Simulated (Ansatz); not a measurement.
A short molecular-dynamics run on FGaH2 (`[F][GaH2]`).

```yaml
crystal:
  periodic: [false, false, false]
  atoms:
    - {symbol: F, position_ang: [-0.553530, -0.498969, 1.447833]}
    - {symbol: Ga, position_ang: [0.057633, 0.022135, -0.117026]}
    - {symbol: H, position_ang: [-0.881866, -0.328007, -1.306160]}
    - {symbol: H, position_ang: [1.433263, 0.744441, -0.044847]}
basis:
  gaussian: {orbitals: "6-31G*"}
hamiltonian: {xc: {name: r2SCAN}, dispersion: d3bj}
md: {timestep: 1 fs, n_steps: 30, ensemble: nve, temperature: 300, initial_velocities: maxwell_boltzmann, seed: 567}
```

```sh
$ ansatz run in.yaml --threads 2 --pin off --events-out ev --progress --plain --max-ram 32768MiB --backend cpu
```

```json
{"step": "0", "time (fs)": "0.0", "potential energy (eV)": "-55118.8447", "kinetic (eV)": "0.0776", "T (K)": "300", "conserved (eV)": "-55118.7671"}
{"step": "1", "time (fs)": "1.0", "potential energy (eV)": "-55118.8408", "kinetic (eV)": "0.0738", "T (K)": "285", "conserved (eV)": "-55118.7670"}
{"step": "2", "time (fs)": "2.0", "potential energy (eV)": "-55118.8317", "kinetic (eV)": "0.0649", "T (K)": "251", "conserved (eV)": "-55118.7668"}
{"step": "3", "time (fs)": "3.0", "potential energy (eV)": "-55118.8213", "kinetic (eV)": "0.0548", "T (K)": "212", "conserved (eV)": "-55118.7665"}
{"step": "4", "time (fs)": "4.0", "potential energy (eV)": "-55118.8138", "kinetic (eV)": "0.0474", "T (K)": "183", "conserved (eV)": "-55118.7664"}
{"step": "5", "time (fs)": "5.0", "potential energy (eV)": "-55118.8106", "kinetic (eV)": "0.0441", "T (K)": "171", "conserved (eV)": "-55118.7665"}
{"step": "6", "time (fs)": "6.0", "potential energy (eV)": "-55118.8100", "kinetic (eV)": "0.0433", "T (K)": "167", "conserved (eV)": "-55118.7668"}
{"step": "7", "time (fs)": "7.0", "potential energy (eV)": "-55118.8085", "kinetic (eV)": "0.0416", "T (K)": "161", "conserved (eV)": "-55118.7669"}
{"step": "8", "time (fs)": "8.0", "potential energy (eV)": "-55118.8034", "kinetic (eV)": "0.0364", "T (K)": "141", "conserved (eV)": "-55118.7669"}
{"step": "9", "time (fs)": "9.0", "potential energy (eV)": "-55118.7945", "kinetic (eV)": "0.0278", "T (K)": "107", "conserved (eV)": "-55118.7668"}
{"step": "10", "time (fs)": "10.0", "potential energy (eV)": "-55118.7841", "kinetic (eV)": "0.0175", "T (K)": "68", "conserved (eV)": "-55118.7666"}
{"step": "11", "time (fs)": "11.0", "potential energy (eV)": "-55118.7752", "kinetic (eV)": "0.0088", "T (K)": "34", "conserved (eV)": "-55118.7664"}
{"step": "12", "time (fs)": "12.0", "potential energy (eV)": "-55118.7706", "kinetic (eV)": "0.0043", "T (K)": "17", "conserved (eV)": "-55118.7663"}
{"step": "13", "time (fs)": "13.0", "potential energy (eV)": "-55118.7717", "kinetic (eV)": "0.0054", "T (K)": "21", "conserved (eV)": "-55118.7663"}
{"step": "14", "time (fs)": "14.0", "potential energy (eV)": "-55118.7780", "kinetic (eV)": "0.0115", "T (K)": "45", "conserved (eV)": "-55118.7665"}
{"step": "15", "time (fs)": "15.0", "potential energy (eV)": "-55118.7874", "kinetic (eV)": "0.0207", "T (K)": "80", "conserved (eV)": "-55118.7667"}
{"step": "16", "time (fs)": "16.0", "potential energy (eV)": "-55118.7969", "kinetic (eV)": "0.0301", "T (K)": "116", "conserved (eV)": "-55118.7669"}
{"step": "17", "time (fs)": "17.0", "potential energy (eV)": "-55118.8036", "kinetic (eV)": "0.0367", "T (K)": "142", "conserved (eV)": "-55118.7669"}
{"step": "18", "time (fs)": "18.0", "potential energy (eV)": "-55118.8063", "kinetic (eV)": "0.0394", "T (K)": "152", "conserved (eV)": "-55118.7669"}
{"step": "19", "time (fs)": "19.0", "potential energy (eV)": "-55118.8060", "kinetic (eV)": "0.0393", "T (K)": "152", "conserved (eV)": "-55118.7667"}
{"step": "20", "time (fs)": "20.0", "potential energy (eV)": "-55118.8060", "kinetic (eV)": "0.0395", "T (K)": "153", "conserved (eV)": "-55118.7665"}
{"step": "21", "time (fs)": "21.0", "potential energy (eV)": "-55118.8093", "kinetic (eV)": "0.0429", "T (K)": "166", "conserved (eV)": "-55118.7664"}
{"step": "22", "time (fs)": "22.0", "potential energy (eV)": "-55118.8166", "kinetic (eV)": "0.0500", "T (K)": "193", "conserved (eV)": "-55118.7666"}
{"step": "23", "time (fs)": "23.0", "potential energy (eV)": "-55118.8252", "kinetic (eV)": "0.0584", "T (K)": "226", "conserved (eV)": "-55118.7669"}
{"step": "24", "time (fs)": "24.0", "potential energy (eV)": "-55118.8314", "kinetic (eV)": "0.0643", "T (K)": "249", "conserved (eV)": "-55118.7670"}
{"step": "25", "time (fs)": "25.0", "potential energy (eV)": "-55118.8321", "kinetic (eV)": "0.0651", "T (K)": "252", "conserved (eV)": "-55118.7670"}
{"step": "26", "time (fs)": "26.0", "potential energy (eV)": "-55118.8273", "kinetic (eV)": "0.0604", "T (K)": "234", "conserved (eV)": "-55118.7669"}
{"step": "27", "time (fs)": "27.0", "potential energy (eV)": "-55118.8190", "kinetic (eV)": "0.0523", "T (K)": "202", "conserved (eV)": "-55118.7667"}
{"step": "28", "time (fs)": "28.0", "potential energy (eV)": "-55118.8104", "kinetic (eV)": "0.0439", "T (K)": "170", "conserved (eV)": "-55118.7665"}
{"step": "29", "time (fs)": "29.0", "potential energy (eV)": "-55118.8043", "kinetic (eV)": "0.0378", "T (K)": "146", "conserved (eV)": "-55118.7664"}
{"step": "30", "time (fs)": "30.0", "potential energy (eV)": "-55118.8020", "kinetic (eV)": "0.0355", "T (K)": "137", "conserved (eV)": "-55118.7664"}
```

Velocities are drawn at the set temperature; a run this short doesn't reach equilibrium.

Frames (Å, forces in eV/Å):

```xyz
4
time=0.0 fs
F    -0.554   -0.499    1.448    0.064    0.055   -0.165
Ga    0.058    0.022   -0.117   -0.087   -0.074    0.223
H    -0.882   -0.328   -1.306   -0.017   -0.003   -0.044
H     1.433    0.744   -0.045    0.040    0.023   -0.014
4
time=1.0 fs
F    -0.553   -0.499    1.450    0.063    0.050   -0.221
Ga    0.058    0.022   -0.117   -0.310   -0.152    0.204
H    -0.867   -0.308   -1.325   -0.042   -0.037   -0.005
H     1.413    0.745   -0.050    0.289    0.138    0.022
4
time=2.0 fs
F    -0.553   -0.498    1.451    0.062    0.046   -0.273
Ga    0.058    0.021   -0.117   -0.510   -0.219    0.176
H    -0.853   -0.288   -1.344   -0.060   -0.067    0.042
H     1.396    0.746   -0.056    0.508    0.240    0.055
4
time=3.0 fs
F    -0.553   -0.498    1.453    0.061    0.041   -0.321
Ga    0.057    0.021   -0.117   -0.644   -0.252    0.145
H    -0.839   -0.268   -1.362   -0.071   -0.095    0.094
H     1.384    0.750   -0.061    0.655    0.306    0.082
4
time=4.0 fs
F    -0.552   -0.498    1.454    0.060    0.036   -0.364
Ga    0.057    0.020   -0.117   -0.677   -0.232    0.116
H    -0.826   -0.250   -1.379   -0.078   -0.120    0.146
H     1.378    0.757   -0.065    0.695    0.316    0.103
4
time=5.0 fs
F    -0.552   -0.497    1.455    0.060    0.032   -0.401
Ga    0.057    0.020   -0.117   -0.600   -0.154    0.092
H    -0.813   -0.233   -1.395   -0.082   -0.143    0.193
H     1.379    0.767   -0.068    0.622    0.265    0.116
4
time=6.0 fs
F    -0.551   -0.497    1.456    0.060    0.028   -0.432
Ga    0.057    0.019   -0.117   -0.431   -0.025    0.076
H    -0.801   -0.217   -1.409   -0.086   -0.163    0.232
H     1.385    0.779   -0.070    0.457    0.161    0.124
4
time=7.0 fs
F    -0.551   -0.496    1.457    0.060    0.023   -0.455
Ga    0.056    0.019   -0.117   -0.205    0.132    0.070
H    -0.791   -0.202   -1.421   -0.093   -0.181    0.259
H     1.396    0.793   -0.071    0.238    0.026    0.126
4
time=8.0 fs
F    -0.550   -0.496    1.457    0.058    0.018   -0.471
Ga    0.056    0.018   -0.117    0.038    0.295    0.074
H    -0.781   -0.190   -1.431   -0.103   -0.198    0.272
H     1.409    0.807   -0.070    0.007   -0.116    0.125
4
time=9.0 fs
F    -0.550   -0.495    1.457    0.054    0.012   -0.478
Ga    0.055    0.018   -0.117    0.266    0.445    0.088
H    -0.772   -0.179   -1.438   -0.119   -0.213    0.269
H     1.423    0.820   -0.069   -0.200   -0.244    0.121
4
time=10.0 fs
F    -0.549   -0.495    1.457    0.047    0.005   -0.477
Ga    0.055    0.017   -0.117    0.456    0.567    0.109
H    -0.764   -0.170   -1.442   -0.140   -0.227    0.253
H     1.434    0.831   -0.066   -0.364   -0.345    0.115
4
time=11.0 fs
F    -0.548   -0.494    1.457    0.037   -0.004   -0.467
Ga    0.054    0.017   -0.117    0.599    0.656    0.136
H    -0.758   -0.164   -1.444   -0.164   -0.239    0.223
H     1.442    0.838   -0.062   -0.471   -0.413    0.108
4
time=12.0 fs
F    -0.548   -0.494    1.457    0.024   -0.016   -0.449
Ga    0.054    0.017   -0.117    0.686    0.708    0.164
H    -0.753   -0.160   -1.443   -0.191   -0.249    0.185
H     1.445    0.842   -0.057   -0.519   -0.443    0.100
4
time=13.0 fs
F    -0.547   -0.493    1.456    0.007   -0.029   -0.423
Ga    0.054    0.017   -0.117    0.715    0.721    0.188
H    -0.750   -0.158   -1.441   -0.217   -0.256    0.143
H     1.444    0.841   -0.052   -0.505   -0.435    0.091
4
time=14.0 fs
F    -0.547   -0.493    1.455   -0.013   -0.044   -0.388
Ga    0.054    0.017   -0.117    0.683    0.694    0.203
H    -0.749   -0.158   -1.438   -0.240   -0.261    0.103
H     1.437    0.836   -0.045   -0.430   -0.390    0.083
4
time=15.0 fs
F    -0.546   -0.492    1.454   -0.036   -0.060   -0.346
Ga    0.054    0.017   -0.117    0.587    0.629    0.201
H    -0.750   -0.161   -1.433   -0.254   -0.261    0.070
H     1.427    0.827   -0.037   -0.297   -0.308    0.075
4
time=16.0 fs
F    -0.545   -0.492    1.452   -0.062   -0.078   -0.297
Ga    0.054    0.017   -0.117    0.433    0.529    0.179
H    -0.754   -0.167   -1.428   -0.257   -0.256    0.050
H     1.414    0.815   -0.029   -0.113   -0.195    0.068
4
time=17.0 fs
F    -0.545   -0.492    1.451   -0.090   -0.096   -0.242
Ga    0.054    0.017   -0.117    0.232    0.402    0.136
H    -0.760   -0.175   -1.423   -0.248   -0.245    0.044
H     1.399    0.802   -0.020    0.106   -0.060    0.062
4
time=18.0 fs
F    -0.544   -0.491    1.449   -0.119   -0.115   -0.183
Ga    0.054    0.017   -0.116    0.008    0.262    0.073
H    -0.768   -0.185   -1.417   -0.224   -0.228    0.054
H     1.386    0.788   -0.011    0.334    0.080    0.056
4
time=19.0 fs
F    -0.544   -0.491    1.448   -0.147   -0.132   -0.120
Ga    0.054    0.018   -0.116   -0.200    0.131   -0.003
H    -0.779   -0.198   -1.410   -0.186   -0.203    0.075
H     1.375    0.774   -0.001    0.533    0.204    0.048
4
time=20.0 fs
F    -0.543   -0.491    1.446   -0.173   -0.146   -0.056
Ga    0.054    0.018   -0.116   -0.351    0.031   -0.081
H    -0.792   -0.213   -1.403   -0.137   -0.172    0.104
H     1.370    0.763    0.010    0.661    0.288    0.033
4
time=21.0 fs
F    -0.543   -0.491    1.444   -0.195   -0.158    0.007
Ga    0.055    0.018   -0.116   -0.411   -0.021   -0.149
H    -0.805   -0.229   -1.395   -0.081   -0.136    0.133
H     1.371    0.754    0.020    0.688    0.315    0.009
4
time=22.0 fs
F    -0.543   -0.491    1.442   -0.213   -0.166    0.069
Ga    0.055    0.019   -0.116   -0.367   -0.019   -0.198
H    -0.820   -0.246   -1.385   -0.023   -0.096    0.156
H     1.379    0.749    0.031    0.604    0.281   -0.027
4
time=23.0 fs
F    -0.543   -0.491    1.441   -0.226   -0.171    0.127
Ga    0.055    0.019   -0.115   -0.234    0.026   -0.223
H    -0.835   -0.265   -1.374    0.031   -0.055    0.169
H     1.393    0.746    0.042    0.428    0.200   -0.073
4
time=24.0 fs
F    -0.543   -0.491    1.439   -0.234   -0.172    0.183
Ga    0.055    0.019   -0.115   -0.044    0.094   -0.224
H    -0.849   -0.284   -1.362    0.079   -0.014    0.166
H     1.410    0.745    0.052    0.199    0.092   -0.125
4
time=25.0 fs
F    -0.543   -0.491    1.438   -0.238   -0.170    0.234
Ga    0.054    0.020   -0.115    0.164    0.166   -0.205
H    -0.863   -0.303   -1.348    0.115    0.023    0.147
H     1.430    0.745    0.060   -0.042   -0.019   -0.177
4
time=26.0 fs
F    -0.543   -0.492    1.436   -0.237   -0.165    0.282
Ga    0.054    0.020   -0.115    0.359    0.226   -0.171
H    -0.876   -0.321   -1.332    0.138    0.055    0.112
H     1.449    0.745    0.067   -0.260   -0.116   -0.223
4
time=27.0 fs
F    -0.543   -0.492    1.435   -0.234   -0.158    0.325
Ga    0.054    0.020   -0.115    0.519    0.264   -0.129
H    -0.887   -0.340   -1.315    0.147    0.081    0.064
H     1.466    0.743    0.072   -0.433   -0.187   -0.260
4
time=28.0 fs
F    -0.544   -0.492    1.434   -0.228   -0.149    0.363
Ga    0.055    0.021   -0.115    0.630    0.276   -0.084
H    -0.897   -0.357   -1.298    0.145    0.101    0.006
H     1.478    0.740    0.075   -0.547   -0.228   -0.285
4
time=29.0 fs
F    -0.545   -0.493    1.433   -0.220   -0.138    0.396
Ga    0.055    0.021   -0.115    0.685    0.259   -0.041
H    -0.906   -0.374   -1.281    0.132    0.115   -0.057
H     1.486    0.734    0.074   -0.597   -0.236   -0.297
4
time=30.0 fs
F    -0.545   -0.494    1.432   -0.210   -0.126    0.422
Ga    0.055    0.022   -0.115    0.677    0.213   -0.005
H    -0.913   -0.389   -1.264    0.113    0.125   -0.120
H     1.487    0.727    0.071   -0.580   -0.211   -0.297
```

Run time 52 s (2 threads of a server CPU on a shared host); peak host memory 0.38 GiB.
